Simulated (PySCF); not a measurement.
Mapped SMILES: `[O:1]=[C:2]([OH:3])[SiH2:4][O:5][SiH3:6]`; H(Xn) means a hydrogen on atom n.

Geometry: PBE0-D3(BJ)/def2-SVP; GIAO absolute shieldings from PySCF 2.14.0 with density-fitted response routines, gas phase, non-relativistic, averaged over equivalent atoms.

At CAM-B3LYP/pcSseg-1 (146 basis functions, 17 s wall time on 1 thread of an Arm Neoverse V1, shared host):
| atoms | σ (ppm) |
| --- | --- |
| O1 | -172.0 |
| O3 | 107.5 |
| O5 | 334.4 |
| C2 | -8.7 |
| Si6 | 379.9 |
| Si4 | 392.2 |
| H(O3) | 24.83 |
| H(Si6) | 26.36 |
| H(Si4) | 26.45 |

What do these become at B3LYP/pcSseg-1?

Answers


```json
{"atoms": "O1", "σ at B3LYP/pcSseg-1": "-171.7", "change": "+0.3"}
{"atoms": "O3", "σ at B3LYP/pcSseg-1": "100.1", "change": "-7.4"}
{"atoms": "O5", "σ at B3LYP/pcSseg-1": "328.2", "change": "-6.2"}
{"atoms": "C2", "σ at B3LYP/pcSseg-1": "-8.0", "change": "+0.7"}
{"atoms": "Si6", "σ at B3LYP/pcSseg-1": "376.8", "change": "-3.1"}
{"atoms": "Si4", "σ at B3LYP/pcSseg-1": "390.5", "change": "-1.7"}
{"atoms": "H(O3)", "σ at B3LYP/pcSseg-1": "24.97", "change": "+0.14"}
{"atoms": "H(Si6)", "σ at B3LYP/pcSseg-1": "26.39", "change": "+0.03"}
{"atoms": "H(Si4)", "σ at B3LYP/pcSseg-1": "26.46", "change": "+0.01"}
```

The largest change is at O3 (acid hydroxyl oxygen). Cost: 146 basis functions, 8.9 s wall time on 1 thread of an Arm Neoverse V2, shared host.

Hydrogen bonding in solution deshields acid and N–H amide carbonyl carbons by as much as 10 ppm beyond these values.
